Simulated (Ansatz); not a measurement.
The same molecule with X = Ti, Zr, Hf. Ansatz, PBE0-D4/def2-TZVP geometries, multiplicity 1. Each molecule was computed in one conformer, which needn't be the lowest.

Elements past krypton have def2 core potentials. Scalar relativity is left out up to krypton.

```
 X                    molecule  mean X–Cl bond length / Å  mean X–S bond length / Å  HOMO–LUMO gap (PBE0/def2-TZVPP) / eV  LUMO energy (ωB97M-V/def2-TZVPP) / eV  HOMO energy (PBE0/def2-TZVPP) / eV
Ti  `[SH][Ti]([Cl])([Cl])[Cl]`                      2.169                     2.254                                  4.70                                  -1.46                               -8.32
Hf  `[SH][Hf]([Cl])([Cl])[Cl]`                      2.322                     2.414                                  5.97                                  -0.18                               -8.25
```

Problem. Give the row for X = Zr, `[SH][Zr]([Cl])([Cl])[Cl]`. (An estimate is asked.)

Solution. Ansatz gave: 
| X | molecule | mean X–Cl bond length / Å | mean X–S bond length / Å | HOMO–LUMO gap (PBE0/def2-TZVPP) / eV | LUMO energy (ωB97M-V/def2-TZVPP) / eV | HOMO energy (PBE0/def2-TZVPP) / eV |
| --- | --- | --- | --- | --- | --- | --- |
| Zr | `[SH][Zr]([Cl])([Cl])[Cl]` | 2.321 | 2.411 | 5.55 | -0.65 | -8.29 |

From Ti to Hf the mean X–Cl bond length rises at each step, by 0.153 Å in all; the mean X–S bond length rises at each step, by 0.160 Å in all; the HOMO–LUMO gap (PBE0/def2-TZVPP) rises at each step, by 1.27 eV in all; the LUMO energy (ωB97M-V/def2-TZVPP) rises at each step, by 1.28 eV in all; the HOMO energy (PBE0/def2-TZVPP) rises at each step, by 0.07 eV in all.
